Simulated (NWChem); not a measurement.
# InH₃SO₂; SMILES [OH][In]([SH])[OH]

```xyz
7

In     0.0072    -0.2538     0.0000
O      1.5980    -1.4550     0.0000
H      2.4300    -0.9679     0.0000
O     -1.7693    -1.1500     0.0000
H     -1.6737    -2.1102     0.0000
S      0.0948     2.1332     0.0000
H     -1.2547     2.2223     0.0000
```
Atoms are numbered in this order, from 1.

Results from NWChem. Medium grid unless said otherwise, to which SCAN and Minnesota functionals are sensitive. All runs use the structure optimised with PBE0/def2-SVP. def2 effective core potentials on In; no spin-orbit coupling.

**Question.** Estimate the computed values for MN15-L/def2-SVP. Quantities: highest occupied level (eV); orbital gap (eV); dipole (D).

**Answer.** The highest occupied level (eV) is -6.81 and the orbital gap (eV) is 4.55. The dipole (D) is 0.58.
